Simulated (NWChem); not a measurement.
# B2F3 cation

```xyz
5

F      0.0000     0.0000    -2.3029
B      0.0000     0.0000    -1.0823
B      0.0000     0.0000     0.6881
F      0.0000     1.1550     1.2453
F      0.0000    -1.1550     1.2453
```
Atoms are numbered in this order, from 1.

Level: PBE0/def2-SVP (NWChem), optimised geometry, unscaled harmonic frequencies. 

### Question
List the harmonic frequencies with IR intensities, and the thermochemistry.

### Answer
| frequency (cm⁻¹) | IR intensity (km/mol) |
|---|---|
| 127 | 9.2 |
| 245 | 72.7 |
| 367 | 17.4 |
| 463 | 42.5 |
| 582 | 6.0 |
| 618 | 54.9 |
| 1223 | 267.5 |
| 1636 | 289.3 |
| 1769 | 100.0 |

| Property | Result |
|---|---|
| zero-point energy | 10.0 kcal/mol |
| thermal correction to the enthalpy at 298.15 K (with zero-point energy) | 13.7 kcal/mol |
| heat capacity Cv | 14.9 cal/(mol K) |
| entropy at 298.15 K and 1 atm (symmetry number 2) | 71.2 cal/(mol K) |

Rigid rotor and harmonic oscillator.
